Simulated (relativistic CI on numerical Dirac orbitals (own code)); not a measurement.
A reference radial Dirac CI calculation of Rh IV gave the lowest total energy -4775.66170 Ha in 55 SCF steps, from this input:

```
atom Rh  Z=45  charge=3  electrons=42
nucleus A=103  rms_radius_fm=4.4945
hamiltonian dirac-coulomb  breit=on  qed=on  c_scale=1
orbitals kli  potential=per-configuration
slater_scale 1
correlation none
mixing on
grid step=0.0125 r_max=50.3
scf mixing=0.4 start=green max_iterations=150 tolerance=2e-08 node_fill=0.05
configurations
  [Kr] 4d6
  [Kr] 4d5 5s
  [Kr] 4d5 5p
  [Kr] 4d4 5s2
  [Ar] 3d10 4s2 4p4 4d8
end
```

One setting was then changed (and the iteration limit cut to 83), and the output read:

```
SCF 1: [Kr] 4d6
 iter      energy (Ha)   residual   last orbital (Ha)
    1     -4760.856013   2.84e+00     -3.41320
    2     -4779.647218   9.41e-01     -1.91796
    3     -4779.874700   1.34e-01     -1.44460
    4     -4780.267156   8.45e-02     -1.54173
    5     -4780.116683   2.34e-02     -1.51219
    6     -4780.071666   1.05e-03     -1.48777
    7     -4780.069234   6.57e-04     -1.48592
    8     -4780.070763   8.30e-05     -1.48669
    9     -4780.070682   2.08e-05     -1.48663
   10     -4780.070634   3.56e-07     -1.48661
   11     -4780.070634   1.28e-07     -1.48661
   12     -4780.070634   9.24e-09     -1.48661
SCF 2: [Kr] 4d5 5s
 iter      energy (Ha)   residual   last orbital (Ha)
    1     -4761.951210   2.78e+00     -1.84795
    2     -4779.255169   9.46e-01     -1.38179
    3     -4779.516437   1.34e-01     -1.18757
    4     -4779.868270   8.05e-02     -1.19398
    5     -4779.723376   2.62e-02     -1.17193
    6     -4779.678528   1.90e-03     -1.15810
    7     -4779.678439   1.71e-03     -1.15776
    8     -4779.676347   1.11e-04     -1.15661
    9     -4779.676143   3.80e-06     -1.15654
   10     -4779.676144   1.55e-06     -1.15653
   11     -4779.676147   2.50e-08     -1.15653
   12     -4779.676147   1.36e-08     -1.15653
SCF 3: [Kr] 4d5 5p
 iter      energy (Ha)   residual   last orbital (Ha)
    1     -4761.765905   2.78e+00     -1.45221
    2     -4778.994504   9.46e-01     -1.08831
    3     -4779.264180   1.35e-01     -0.94044
    4     -4779.603059   7.91e-02     -0.93612
      ... 20 steps not shown
SCF 5: [Ar] 3d10 4s2 4p4 4d8
 iter      energy (Ha)   residual   last orbital (Ha)
    1     -4757.140934   2.80e+00     -3.41320
    2     -4775.893869   9.17e-01     -1.94159
    3     -4776.100291   1.48e-01     -1.51647
    4     -4776.477313   9.82e-02     -1.63991
    5     -4776.305969   2.58e-02     -1.59744
    6     -4776.259629   1.52e-03     -1.56908
    7     -4776.258115   4.42e-04     -1.56784
    8     -4776.257917   2.98e-05     -1.56762
    9     -4776.257862   5.84e-06     -1.56760
   10     -4776.257849   3.29e-07     -1.56759
   11     -4776.257849   3.15e-08     -1.56759
   12     -4776.257849   3.18e-09     -1.56759
orbital energies (Ha): 3p3/2 -18.0472  3d3/2 -11.7605  3d5/2 -11.5907  4s -4.2629  4p1/2 -3.2004  4p3/2 -3.0678  4d3/2 -1.5014  4d5/2 -1.4866
configuration averages (Ha): Dirac-Coulomb, Breit, QED
  4p6 4d6                      -4780.070634    3.025016    2.045841
  4p6 4d5 5s                   -4779.676147    3.025645    2.046443
  4p6 4d5 5p                   -4779.413566    3.025644    2.045964
  4p6 4d4 5s2                  -4779.170060    3.026286    2.047106
  4p4 4d8                      -4776.257849    3.019198    2.045795
levels: no., configuration, term, J, E (cm-1), weight
   1 4p6 4d6                5D   4                0.0  0.97
   2 4p6 4d6                5D   3             1846.8  0.98
   3 4p6 4d6                5D   2             2769.9  0.96
   4 4p6 4d6                5D   1             3429.0  0.96
   5 4p6 4d6                5D   0             3726.0  0.96
   6 4p6 4d6                3P   2            17149.7  0.92
   7 4p6 4d6                3F   4            18452.8  0.46
   8 4p6 4d6                3H   6            19978.4  0.96
   9 4p6 4d6                3H   5            20127.8  0.73
  10 4p6 4d6                3F   3            20826.1  0.82
  11 4p6 4d6                3F   2            21494.6  0.95
  12 4p6 4d6                3H   4            21793.1  0.63
  13 4p6 4d6                3P   1            22450.8  0.92
  14 4p6 4d6                3P   0            22455.6  0.69
lowest total energy -4775.143562 Ha
end: converged
```

(1) Which setting was changed?
A. start potential
B. charge
C. node fill of the KLI weights
D. QED terms

## Answers

(1) C. The node fill of the KLI weights 5. This setting is bad on purpose; its numbers may not be properties of the ion.
